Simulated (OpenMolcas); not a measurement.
Cr4+.

```yaml
Program: OpenMolcas 26.06
Method: CASSCF
Basis: ANO-RCC-VDZP [5s4p2d1f]
Scalar_Hamiltonian: X2C, point nucleus
Active_space: 2 electrons in 5 orbitals (3d)
State_averaging: 2S+1 = 3 even, 10 roots; 2S+1 = 1 even, 15 roots (14 in the spin-orbit step)
Spin-orbit_coupling: state interaction with AMFI integrals over the reference wave functions, term energies averaged over their components
```

Levels without dynamic correlation, in cm⁻¹ above 3d² ³F₂:

```json
{"Level": "3d² ¹D₂", "E": "16627"}
{"Level": "3d² ³P₀", "E": "19486"}
{"Level": "3d² ¹G₄", "E": "25498"}
```

On this reference, SS-CASPT2, IPEA 0.25 Eh, imaginary shift 0.1 Eh (closed shells correlated: 3s 3p) puts 3d² ¹D₂ at 13610 cm⁻¹.

Estimate the other levels at that method by one scale factor, and say how well it serves.

The factor is 13610 / 16627 = 0.819. Scaled values beside those that SS-CASPT2 gives and measured ones (Sugar and Corliss, J. Phys. Chem. Ref. Data 6, 317 (1977)):
```
  Level  Scaled  SS-CASPT2  Miss (%)  Measured
3d² ³P₀   15959      16560      -3.6     15492
3d² ¹G₄   20883      23720     -12.0     22019
```
For these levels the scaled values miss SS-CASPT2 by up to 12.0 %, as correlation changes each term by its own factor, spin-orbit parts do not scale and CASPT2 has its own spread within terms. This holds within one configuration; levels of others move differently, and the target method has errors of its own against measurement.

CASPT2 breaks the degeneracy within a term, and the mean is taken; among the terms shown or strongly mixed into the levels shown the widest spread is 860 cm-1 (3d² ³F, SS-CASPT2). Some high roots are left out of the spin-orbit mixing, which shifts the levels that they would mix with. The basis is small and was not contracted for so high a charge. Without dynamic correlation excited terms often stand tens of per cent too high (terms of higher spin than the ground term too low), and those without a measured partner can miss by more than the paired ones (holds for CASSCF). Computed and measured levels are paired by configuration, term and J; levels that our copy of the source lacks, or whose pairing is in doubt (as where it misses far off the trend of its configuration), stay unpaired and out of the deviations. Only configurations of the active space appear.
